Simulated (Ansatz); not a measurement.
`CC[Si](F)(CC)CC` at its PBE0-D4/def2-TZVP geometry, where that method's forces vanish. Total charge 0; spin multiplicity 1.

```xyz
23

C     1.2328    1.5151    2.1788
C     1.5383    0.6655    0.9474
Si    0.1467   -0.4654    0.4220
F    -0.1139   -1.5045    1.6325
C     0.6282   -1.4677   -1.0796
C    -0.4483   -2.4352   -1.5664
C    -1.4536    0.4645    0.1627
C    -1.3852    1.5048   -0.9537
H     0.9750    0.8906    3.0376
H     0.3898    2.1884    2.0020
H     2.0873    2.1330    2.4659
H     2.4223    0.0423    1.1263
H     1.7978    1.3065    0.0960
H     1.5461   -2.0143   -0.8331
H     0.9065   -0.7717   -1.8803
H    -0.1073   -3.0214   -2.4235
H    -0.7350   -3.1379   -0.7802
H    -1.3536   -1.9053   -1.8745
H    -2.2444   -0.2649   -0.0438
H    -1.7310    0.9397    1.1101
H    -1.1398    1.0474   -1.9162
H    -2.3363    2.0284   -1.0777
H    -0.6226    2.2622   -0.7523
```

Task: What forces (eV/Å) does B3LYP-D4/def2-TZVPP give on these atoms in Ansatz 0.2.0? (An estimate is asked.)

Result: Ansatz gave: 
```
C1  -0.029  0.147  0.192
C2   0.119 -0.076 -0.175
Si3  0.035  0.057 -0.075
F4  -0.032 -0.129  0.150
C5   0.197  0.108 -0.003
C6  -0.159 -0.157 -0.095
C7  -0.095 -0.120  0.167
C8  -0.012  0.172 -0.175
H9   0.014  0.039 -0.036
H10  0.046 -0.031  0.018
H11 -0.045 -0.024 -0.003
H12 -0.035  0.045 -0.008
H13 -0.002 -0.028  0.055
H14 -0.045  0.024 -0.028
H15 -0.011 -0.052  0.034
H16 -0.027  0.020  0.039
H17  0.010  0.030 -0.048
H18  0.046 -0.037  0.013
H19  0.032  0.052  0.012
H20  0.001 -0.021 -0.059
H21 -0.014  0.031  0.045
H22  0.049 -0.018 -0.003
H23 -0.042 -0.034 -0.018
```

B3LYP here is the variant with VWN-RPA as its local correlation; programs differ in this.
